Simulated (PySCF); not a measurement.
Problem. Give a GFN2-xTB geometry of InChI=1S/C5H7O2/c1-4(6)3-5(2)7/h1,3H2,2H3. (Doublet state.)

Solution. 
```
atom  x, y, z in Å
C1     1.856   -0.134   -1.417
C2     0.980   -0.659   -0.446
O3     0.534   -1.805   -0.467
C4     0.576    0.301    0.677
C5    -0.809    0.810    0.304
C6    -1.904   -0.161    0.625
O7    -0.970    1.874   -0.232
H8     2.168    0.894   -1.401
H9     2.261   -0.787   -2.171
H10    0.525   -0.255    1.611
H11    1.271    1.134    0.751
H12   -2.828    0.133    0.135
H13   -1.602   -1.159    0.305
H14   -2.059   -0.186    1.702
```

Orientation and origin are arbitrary. Atoms count from 1 in this order. The C–C distances run from 1.409 Å (C1–C2, drawn single in one of several resonance forms) to 1.531 Å (C2–C4, drawn single), a spread of 0.122 Å. The 2 C–O bonds span 1.202 Å (C5=O7, drawn double) to 1.230 Å (C2=O3, drawn double in one of several resonance forms), a spread of 0.028 Å. C1 (carbon bonded to C and 2 H) is planar (angles 121.8°, 119.4° and 118.8°, sum 359.9°, 0.02 Å off the plane of its three neighbours). C5 (carbon bonded to 2 C and O) is planar (angles 124.9°, 121.8° and 113.3°, sum 360.0°, 0.02 Å off the plane of its three neighbours).

Bonds between heavy atoms (Å): C1–C2 1.409, C2=O3 1.230, C2–C4 1.531, C4–C5 1.522, C5–C6 1.498, C5=O7 1.202.

Computed geometry: GFN2-xTB, gas phase. This method treats the open shell by occupation alone, without spin polarisation.

Point group: C1 (no symmetry element, even within 0.4 Å). Whether it is a minimum is left open (no frequencies). Torsions: H–C1–C2–O3 176° and -7°, C1–C2–C4–C5 100°, C2–C4–C5–C6 79°.

One conformer stands for the species.
